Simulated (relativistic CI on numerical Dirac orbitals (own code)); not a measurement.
Electric-dipole transitions in Tm¹²⁺

Method of calculation: Dirac-Coulomb-Breit CI, separate exchange-only KLI orbitals for each configuration, model QED, unscaled Slater integrals (own radial code, finite nucleus).

CI space (outside the closed core [Kr] 4d10): 4f9 5s2, 4f7 5s2 5p2, 4f11, 4f10 5s, 4f9 5s 5p, 4f10 5d, 4f8 5s2 6s, 4f10 6s, 4f8 5s2 7s. The list is cut by size and lacks configurations that can hold low levels.

```csv
λ vac (Å),Lower,Upper,A (s⁻¹),E lower (eV),E upper (eV)
454.01,4f9 5s2 6H°_15/2 [1],4f10 5s 4K_13/2 [327],4.54e+08,0.0000,27.3085
455.78,4f9 5s2 6H°_13/2 [2],4f9 5s 5p 6G_11/2 [356],7.25e+08,0.7353,27.9382
457.25,4f9 5s2 6H°_15/2 [1],4f9 5s 5p 4I_15/2 [322],8.48e+08,0.0000,27.1152
457.60,4f9 5s2 6H°_13/2 [2],4f9 5s 5p 6I_13/2 [352],5.32e+08,0.7353,27.8298
458.66,4f9 5s2 6H°_11/2 [3],4f9 5s 5p 6I_11/2 [377],3.19e+08,1.2229,28.2550
462.20,4f9 5s2 6H°_15/2 [1],4f9 5s 5p 6G_13/2 [307],6.59e+08,0.0000,26.8247
463.46,4f9 5s2 6H°_13/2 [2],4f9 5s 5p 6I_11/2 [335],1.81e+08,0.7353,27.4870
463.60,4f9 5s2 6F°_11/2 [5],4f9 5s 5p 4G_11/2 [389],3.73e+08,1.7133,28.4569
464.09,4f9 5s2 6H°_11/2 [3],4f9 5s 5p 6K_9/2 [355],2.41e+08,1.2229,27.9382
464.11,4f9 5s2 6F°_11/2 [5],4f9 5s 5p 6D_9/2 [386],2.83e+08,1.7133,28.4275
465.25,4f9 5s2 6H°_9/2 [4],4f9 5s 5p 6I_11/2 [377],2.89e+08,1.6063,28.2550
465.98,4f9 5s2 6H°_11/2 [3],4f9 5s 5p 6I_13/2 [352],3.18e+08,1.2229,27.8298
466.91,4f9 5s2 6F°_11/2 [5],4f9 5s 5p 6D_9/2 [378],4.88e+08,1.7133,28.2675
469.60,4f9 5s2 6H°_15/2 [1],4f9 5s 5p 6I_15/2 [296],2.12e+08,0.0000,26.4018
475.23,4f9 5s2 6H°_13/2 [2],4f9 5s 5p 6G_13/2 [307],3.04e+08,0.7353,26.8247
493.99,4f9 5s2 6H°_13/2 [2],4f9 5s 5p 8F_13/2 [282],1.41e+08,0.7353,25.8338
504.92,4f9 5s2 6H°_11/2 [3],4f9 5s 5p 8G_11/2 [277],2.42e+08,1.2229,25.7782
508.43,4f9 5s2 6H°_15/2 [1],4f9 5s 5p 8I_15/2 [235],2.59e+08,0.0000,24.3856
509.92,4f9 5s2 4I°_15/2 [13],4f9 5s 5p 6I_17/2 [383],6.30e+08,4.0156,28.3301
512.93,4f9 5s2 6H°_9/2 [4],4f9 5s 5p 8G_11/2 [277],3.08e+08,1.6063,25.7782
513.13,4f9 5s2 6H°_9/2 [4],4f9 5s 5p 8G_9/2 [276],2.24e+08,1.6063,25.7685
514.02,4f9 5s2 6F°_11/2 [5],4f9 5s 5p 8F_13/2 [282],6.05e+08,1.7133,25.8338
517.01,4f9 5s2 6H°_13/2 [2],4f9 5s 5p 8G_13/2 [241],1.67e+08,0.7353,24.7164
520.35,4f9 5s2 6F°_9/2 [7],4f9 5s 5p 8G_11/2 [277],3.28e+08,1.9510,25.7782
524.24,4f9 5s2 6H°_13/2 [2],4f9 5s 5p 8I_15/2 [235],6.51e+08,0.7353,24.3856
527.74,4f9 5s2 6H°_11/2 [3],4f9 5s 5p 8G_13/2 [241],4.44e+08,1.2229,24.7164
528.02,4f9 5s2 6H°_7/2 [6],4f9 5s 5p 8I_7/2 [263],3.18e+08,1.9061,25.3871
536.22,4f9 5s2 6H°_15/2 [1],4f9 5s 5p 8H_17/2 [212],7.25e+08,0.0000,23.1219
540.38,4f9 5s2 6F°_9/2 [7],4f9 5s 5p 8G_11/2 [245],3.13e+08,1.9510,24.8948
572.20,4f9 5s2 6H°_15/2 [1],4f9 5s 5p 8G_15/2 [198],1.13e+08,0.0000,21.6680
```

Terms are leading LS components. Brackets give the number of a level in order of energy, since labels repeat. The list gives strong lines, with weight on those to low levels, without lines whose two gauges differ by over a factor of 2.5, among the lowest 400 of 9813 levels, so that lines to higher ones, which can be the strongest, are missing. Levels whose partners in the same complex of configurations lie outside the list can be far off, and so can their lines. Rates are taken at the computed energies, electric ones in the length gauge.

At this charge energies of transitions that change n are usually good to better than 1 %, and those within a shell (Δn = 0) to a few per cent. Terms inside the open d or f shell come out 10 to 20 % too wide with unscaled integrals. Levels and lines within the n = 5 or 6 shells can be off by up to 10 % or somewhat more, and those that change n by about 2 %, since core polarisation is missing.

LS names give the leading component of a level, which can be under half, so a name can repeat, a term be missing and a line seem to break the LS rules.
